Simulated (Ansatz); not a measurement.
`C/C=[C](\[InH2])[SiH2]S` at its PBE0-D4/def2-TZVP geometry, where that method's forces vanish. Total charge 0; spin multiplicity 1. In: def2 effective core potential.

| atom | x (Å) | y (Å) | z (Å) |
| --- | --- | --- | --- |
| C1 | -1.8648 | 1.5958 | -0.0544 |
| C2 | -0.4014 | 1.3464 | -0.1904 |
| C3 | 0.2428 | 0.2308 | 0.1572 |
| In4 | -0.5561 | -1.7070 | 0.7958 |
| Si5 | 2.0267 | -0.0976 | -0.0703 |
| S6 | 2.0278 | -2.2603 | -0.4457 |
| H7 | -2.3048 | 1.8734 | -1.0177 |
| H8 | -2.3916 | 0.7177 | 0.3260 |
| H9 | -2.0532 | 2.4325 | 0.6269 |
| H10 | 0.1524 | 2.1884 | -0.6190 |
| H11 | -0.2433 | -2.2354 | 2.4064 |
| H12 | -1.6655 | -2.4999 | -0.2624 |
| H13 | 2.7468 | 0.5995 | -1.1716 |
| H14 | 2.8314 | -0.0245 | 1.1763 |
| H15 | 1.4528 | -2.1599 | -1.6572 |

Task: For each bond, give half the difference of the two atoms' forces along it (eV/Å; positive pushes the atoms apart) under PBE-D4, r2SCAN-D4, B3LYP-D4, ωB97M-V in def2-TZVPP. (Estimate.)

Result: The calculation gave: 
| bond | length (Å) | PBE-D4 | r2SCAN-D4 | B3LYP-D4 | ωB97M-V |
| --- | --- | --- | --- | --- | --- |
| C1–C2 | 1.491 | -0.14 | 0.00 | 0.18 | 0.30 |
| C1–H7 | 1.095 | 0.12 | -0.02 | -0.06 | -0.11 |
| C1–H8 | 1.092 | 0.12 | -0.02 | -0.06 | -0.07 |
| C1–H9 | 1.095 | 0.12 | -0.02 | -0.06 | -0.11 |
| C2–C3 | 1.334 | 0.32 | 0.17 | -0.07 | -0.10 |
| C2–H10 | 1.095 | 0.06 | -0.05 | -0.10 | -0.12 |
| C3–In4 | 2.191 | -0.04 | 0.01 | 0.19 | 0.01 |
| C3–Si5 | 1.828 | -0.12 | -0.08 | 0.04 | 0.14 |
| In4–H11 | 1.724 | 0.04 | -0.03 | -0.02 | -0.06 |
| In4–H12 | 1.726 | 0.04 | -0.04 | -0.03 | -0.07 |
| Si5–S6 | 2.195 | 0.14 | 0.07 | 0.20 | 0.08 |
| Si5–H14 | 1.486 | 0.09 | -0.02 | -0.12 | -0.15 |
| S6–H15 | 1.345 | 0.25 | 0.02 | -0.03 | -0.08 |

B3LYP here is the variant with VWN-RPA as its local correlation; programs differ in this.

Program: Ansatz 0.2.0.
